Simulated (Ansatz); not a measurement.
Ansatz results at the PBE0-D4/def2-TZVP geometry: HOMO energy (ωB97M-V/def2-TZVPP) -9.24 eV; size of the dipole moment (ωB97M-V/def2-TZVPP) 0.85 D; HOMO energy (PBE0/def2-TZVPP) -7.04 eV.

Each molecule was computed in one conformer, which needn't be the lowest.

(1) Which molecule gave them?
A. `N=[C](Cl)[GeH3]`
B. `C[SiH2][B]1[O][AlH]1`
C. `CC(O)(S)S`
D. `C[Si]1(N)[AlH][Se]1`

Results:

(1) C. The others give `N=[C](Cl)[GeH3]`: -10.14, 2.85, -7.91; `C[Si]1(N)[AlH][Se]1`: -7.98, 2.21, -6.08; `C[SiH2][B]1[O][AlH]1`: -7.65, 1.64, -5.77.
